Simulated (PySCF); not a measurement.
B(H)(NH2)2 (BH₅N₂), SMILES B(N)N. Atoms are numbered in the order given.

```xyz
8

B      0.0000     0.0000    -0.4990
H      0.0000     0.0000    -1.6944
N      0.0000    -1.2400     0.1763
H      0.0000    -2.1143    -0.3162
H      0.0000    -1.3429     1.1770
N      0.0000     1.2400     0.1763
H      0.0000     1.3429     1.1770
H      0.0000     2.1143    -0.3162
```
Charge 0, spin multiplicity 1.

The structure is a stationary point at B3LYP-D3(BJ)/def2-TZVP. Other conformers were not sampled.

The numbers are results of PySCF with B3LYP/pcJ-1, not measurements.

Isotropic couplings with Fermi-contact, spin-dipole and both spin-orbit terms, one fixed conformer, no vibrational averaging. Isotopes: 11B, 14N, 1H.

Estimate the spin–spin coupling constants. (The exact figures need the calculation; the answer reports its results.)


| pair | bonds apart | J (Hz) |
|---|---|---|
| B1–H2 | 1 | 137.2 |
| B1–N3 | 1 | 23.5 |
| B1–N6 | 1 | 23.5 |
| N3–H4 | 1 | 63.4 |
| N3–H5 | 1 | 59.9 |
| N6–H7 | 1 | 59.9 |
| N6–H8 | 1 | 63.4 |
| B1–H4 | 2 | 2.5 |
| B1–H8 | 2 | 2.5 |
| H2–N3 | 2 | 5.2 |
| H2–N6 | 2 | 5.2 |
| N3–N6 | 2 | 0.5 |
| H4–H5 | 2 | -1.6 |
| H7–H8 | 2 | -1.6 |
| H2–H4 | 3 | 4.7 |
| H2–H5 | 3 | 12.6 |
| H2–H7 | 3 | 12.6 |
| H2–H8 | 3 | 4.7 |
| N3–H7 | 3 | 1.3 |
| N3–H8 | 3 | 3.7 |
| H4–N6 | 3 | 3.7 |
| H5–N6 | 3 | 1.3 |
| H4–H7 | 4 | -0.4 |
| H4–H8 | 4 | 2.7 |
| H5–H7 | 4 | 0.4 |
| H5–H8 | 4 | -0.4 |
